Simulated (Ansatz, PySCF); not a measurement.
Molecule: sum formula SiN3H5Br, charge 0, multiplicity 2. It need not be the lowest isomer of its formula. 
Structure (B3LYP-D3(BJ)/def2-TZVP (Ansatz, a first-principles code) minimum search):
```
Si
N 1 1.6936
H 2 1.0067 1 122.02
H 2 1.0075 3 112.74 1 153.35
N 1 1.6989 2 108.18 3 -52.66
H 5 1.0057 1 122.93 2 154.53
H 5 1.0070 6 113.54 1 -163.99
N 1 1.7375 2 104.85 3 176.92
H 8 1.0216 1 113.44 2 172.07
Br 1 2.2665 2 116.54 3 65.01
```
Charge 0, spin multiplicity 2.

Total electronic energies in hartree. Cores are frozen in the correlated levels unless marked. Open shells are spin-unrestricted. Spin-orbit coupling is left out. Frozen are the shells of the preceding noble gas and the d and f shells that filled before the atom's block. No relativistic terms. CBS marks a two-point X^-3 extrapolation of the correlation energy; Hartree-Fock from the larger set. [CCSD(T)-MP2]/basis is that difference in the basis named.

| level | program | energy (Eh) |
|---|---|---|
| HF-D4/def2-TZVPD | PySCF + dftd4 | -3027.84086 |
| PBE/def2-TZVPD | Ansatz | -3030.34634 |
| BLYP/def2-TZVPD | Ansatz | -3031.05070 |
| B97M-V/def2-TZVPD | Ansatz | -3030.52042 |
| PBE0-D3(BJ)/def2-TZVP | Ansatz + dftd3 | ___ |
| r2SCAN0/def2-TZVPD | Ansatz | ___ |
| HSE06-D3(BJ)/def2-TZVPD | Ansatz + dftd3 | ___ |
| CAM-B3LYP-D3(BJ)/def2-TZVPD | Ansatz + dftd3 | -3031.15349 |
| PBE-QIDH/def2-TZVPD | Ansatz | -3030.01392 |
| MP2/def2-TZVPP | Ansatz | -3028.68223 |
| RI-MP2/def2-TZVPP | Ansatz | -3028.68195 |
| SCS-MP2/def2-TZVPP | Ansatz | -3028.67212 |
| CCSD/STO-3G | Ansatz | -2994.65268 |
| CCSD/6-31G* | Ansatz | -3028.07419 |
| RI-MP2/CBS(def2-TZVPP,def2-QZVPP)+[CCSD(T)-MP2]/def2-TZVPP | Ansatz | -3028.9557 |

Q: Some entries are withheld; supply them.

A: 
- PBE0-D3(BJ)/def2-TZVP, energy (Eh): -3030.47915
- r2SCAN0/def2-TZVPD, energy (Eh): -3030.93155
- HSE06-D3(BJ)/def2-TZVPD, energy (Eh): -3030.47039
